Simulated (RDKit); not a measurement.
A run for RDKit: MMFF94 on hydrogen isocyanide (SMILES [C-]#[NH+]).

```python
from rdkit import Chem
from rdkit.Chem import AllChem, rdDetermineBonds

blocks = [
'''3

C    -0.11277620   -0.62852428   -0.25597982
N    -0.13684190   -0.18249042    0.81773471
H    -0.16687266    0.19862720    1.76612103
''',
]
mol = None
for b in blocks:
    f = Chem.MolFromXYZBlock(b)
    rdDetermineBonds.DetermineBonds(f, charge=0)
    mol = f if mol is None else Chem.CombineMols(mol, f)
Chem.SanitizeMol(mol)
print(Chem.MolToSmiles(Chem.RemoveHs(mol)))
ff = AllChem.MMFFGetMoleculeForceField(mol, AllChem.MMFFGetMoleculeProperties(mol), nonBondedThresh=100.0, ignoreInterfragInteractions=False)
e = ff.CalcEnergy()
print(f'MMFF94 energy {e:.6f} kcal/mol')
```

Program output:

```
[C-]#[NH+]
MMFF94 energy 0.068692 kcal/mol
```

The run finished.

Cost: roughly 0.020 core-seconds.
